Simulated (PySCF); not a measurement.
CF5In, SMILES [F][In]([F])[C](F)(F)F. Geometry optimised at PBE-D3(BJ)/def2-SVP. The structure was generated by enumeration; whether it is a known compound was not checked. The def2 effective core potentials stand for the cores of In; spin–orbit coupling is left out.

Computed equilibrium geometry at PBE-D3(BJ)/def2-SVP (PySCF confirms it by a frequency run) as a Z-matrix:
```
C
F 1 1.3449
F 1 1.3465 2 108.43
F 1 1.3483 2 108.36 3 117.35
In 1 2.2313 2 111.15 3 -121.76
F 5 1.9704 1 123.97 2 166.53
F 5 1.9706 6 111.67 1 -179.34
```
Charge 0, spin multiplicity 1.
